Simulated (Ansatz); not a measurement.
H3O3Ti (SMILES [OH][Ti]([OH])[OH]), doublet, at a GFN2-xTB geometry (such geometries of metal compounds can be far from the true shape) (the multiplicity is a formal guess); PBE0/6-31G in Ansatz (a quantum-chemistry and plane-wave program).

The Ansatz input:
Ansatz 0.2 input:
```yaml
crystal:
  periodic: [false, false, false]
  atoms:
    - {symbol: Ti, position_ang: [-0.00000000, 0.00000000, -0.00000000]}
    - {symbol: O, position_ang: [1.48908689, -0.02114347, -0.87079164]}
    - {symbol: H, position_ang: [2.31453910, -0.49707903, -0.73753591]}
    - {symbol: O, position_ang: [-0.18885001, -0.97643118, 1.40961793]}
    - {symbol: H, position_ang: [-0.92135724, -1.10344426, 2.02030929]}
    - {symbol: O, position_ang: [-1.30023687, 0.99757465, -0.53882628]}
    - {symbol: H, position_ang: [-1.39318186, 1.60052328, -1.28277338]}
basis:
  gaussian:
    orbitals: 6-31G
    final_grid: {core_spheres: 6, valence_spheres: 12, degree: 29}
hamiltonian:
  xc: pbe0
magnetization: {spin_polarized: true, initial_magnetization: 1}
```

What the program printed (banner, timings and long lists left out):

```
Functional definition: PBE0
725 factors; integrals over basis functions are off by at most 4.9e-4 eV
mean field evaluation 1: about -29279.2856 eV, gradient 6.2e1 eV
mean field evaluation 2: about -29136.6450 eV, gradient 2.2e2 eV
mean field evaluation 4: about -29292.2345 eV, gradient 1.4e1 eV
mean field evaluation 8: about -29293.2032 eV, gradient 1.9e-1 eV
mean field evaluation 16: about -29293.2039 eV, gradient 1.1e-4 eV
mean field -29293.20391247 eV, -1076.5053881366 hartree, gradient 2.3e-5 eV, S^2 0.753548; 1 other end points of the search recorded, 0 dependent functions left out
reference -29293.20396968 eV, -1076.5053902390 hartree; 25, 24 occupied and 37, 38 virtual orbitals, 725 factors
Total energy: -29293.20396968 eV, -1076.5053902390 hartree
```
